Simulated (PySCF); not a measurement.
**How methods differ on the ionisation energy of Sn³⁸⁺**

Sn³⁸⁺ [Ne] 3s2 (1S) → Sn³⁹⁺ [Ne] 3s1 (2S), as a difference of total energies. Computed with PySCF 2.14 in an uncontracted even-tempered set (16 s from 6.9 bohr⁻², ratio 2.5; 10 p from 9 bohr⁻², ratio 2.5; 4 d from 33 bohr⁻², ratio 2.7; 4 f from 50 bohr⁻², ratio 2.7), with the non-relativistic Hamiltonian (point nucleus). Correlated levels: outer shells: 1s2 frozen; virtual orbitals above 40 to 60 times the deepest correlated orbital energy dropped. The calculations carry no spin-orbit coupling.

```json
{"method": "UHF", "ionisation energy (eV)": "2595.4"}
{"method": "MP2 (outer shells)", "ionisation energy (eV)": "2599.3"}
{"method": "SCS-MP2 (outer shells)", "ionisation energy (eV)": "2599.8"}
{"method": "CCSD (outer shells)", "ionisation energy (eV)": "2600.6"}
{"method": "CCSD(T) (outer shells)", "ionisation energy (eV)": "2600.7"}
```

Task: How much does correlation contribute at CCSD(T) (outer shells)?

Result: 2600.7 − (2595.4) = 5.3 eV, measured against UHF.

The gap to the reference is mostly relativistic.

For comparison: 2687 ± 4 eV (semi-empirical (NIST evaluation); NIST Atomic Spectra Database, ionization energies).
